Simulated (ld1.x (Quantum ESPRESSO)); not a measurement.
**An odd input for ld1.x (Quantum ESPRESSO) 7.5 (barium)**

Command:

```bash
ld1.x < Ba.in > Ba.out
```

Input:

```
&input
   title='Ba', zed=56., rel=1, dft='BLYP', iswitch=3,
   config='[Xe] 5d0 6s0.5 6p0',
   nld=3, rlderiv=5.10, eminld=-5.0, emaxld=5.0, deld=0.02
 /
 &inputp
   pseudotype=3, lpaw=.true., tm=.true., lloc=-1, rcloc=3.50,
   nlcc=.true., new_core_ps=.true., rcore=0.02,
   which_augfun='PSQ', rmatch_augfun_nc=.true.,
   file_pseudopw='Ba.UPF', file_wfcaegen='ae.wfc', file_wfcncgen='nc.wfc', file_beta='beta', file_chi='chi', file_wfcusgen='us.wfc'
 /
6
5S  1  0   2.00   0.00  2.25  2.60  0.0
6S  2  0   0.50   0.00  2.25  2.60  0.0
5P  2  1   6.00   0.00  2.80  3.15  0.0
6P  3  1   0.00   0.00  2.80  3.15  0.0
5D  3  2   0.00   0.00  3.90  4.70  0.0
5D  3  2   0.00  -0.30  3.90  4.70  0.0
 &test
   configts(1)='5s2 5p6 5d0 6s0.5 6p0'
 /
```

Output (end):

```
     final scf error:  9.8E-15 reached in  22 iterations

     Etot =  -16271.860402 Ry,   -8135.930201 Ha, -221389.939170 eV

     Ekin =   17179.030636 Ry,    8589.515318 Ha,  233732.618985 eV
     Encl =  -39336.316932 Ry,  -19668.158466 Ha, -535197.856768 eV
     Eh   =    6281.378626 Ry,    3140.689313 Ha,   85462.509973 eV
     Exc  =    -395.952732 Ry,    -197.976366 Ha,   -5387.211360 eV

     normalization and overlap integrals

     s(1S/1S) =  1.000000  <r> =   0.0256  <r2> =    0.0009  r(max) =   0.0164
     s(2S/2S) =  1.000000  <r> =   0.1097  <r2> =    0.0142  r(max) =   0.0930
     s(2P/2P) =  1.000000  <r> =   0.0962  <r2> =    0.0113  r(max) =   0.0742
     s(3S/3S) =  1.000000  <r> =   0.2920  <r2> =    0.0974  r(max) =   0.2657
     s(3P/3P) =  1.000000  <r> =   0.2900  <r2> =    0.0975  r(max) =   0.2591
     s(4S/4S) =  1.000000  <r> =   0.6739  <r2> =    0.5124  r(max) =   0.6217
     s(4P/4P) =  1.000000  <r> =   0.7156  <r2> =    0.5824  r(max) =   0.6535
     s(3D/3D) =  1.000000  <r> =   0.2666  <r2> =    0.0839  r(max) =   0.2148
     s(5S/5S) =  1.000000  <r> =   1.6332  <r2> =    2.9984  r(max) =   1.4728
     s(5P/5P) =  1.000000  <r> =   1.9075  <r2> =    4.1235  r(max) =   1.6689
     s(4D/4D) =  1.000000  <r> =   0.8005  <r2> =    0.7446  r(max) =   0.6957
     s(5D/5D) =  1.000000  <r> =   2.9819  <r2> =   10.3578  r(max) =   2.3980
     s(6S/6S) =  1.000000  <r> =   4.1226  <r2> =   18.9826  r(max) =   3.7141
     s(6P/6P) =  1.000000  <r> =   5.0445  <r2> =   28.4655  r(max) =   4.5365

     ------------------------ End of All-electron run ------------------------

     --------------------- Generating PAW atomic setup --------------------

      Generating local potential from pseudized AE potential:
      Matching radius rcloc =   3.5000

      Local pseudo, rcloc= 3.489 Estimated cut-off energy=     1.89 Ry

      Computing core charge for nlcc:
     Message from routine find_qi:
     qmax not found

 %%%%%%%%%%%%%%%%%%%%%%%%%%%%%%%%%%%%%%%%%%%%%%%%%%%%%%%%%%%%%%%%%%%%%%%%%%%%%%
     Error in routine compute_phius (1):
     problems with find_qi
 %%%%%%%%%%%%%%%%%%%%%%%%%%%%%%%%%%%%%%%%%%%%%%%%%%%%%%%%%%%%%%%%%%%%%%%%%%%%%%

     stopping ...
```

Task: This input was made by a single change from one that runs to its end. What was changed?

Result: The change: rcore set to 0.02 bohr. The program stops during the generation: "compute_phius: problems with find_qi". Messages: qmax not found.
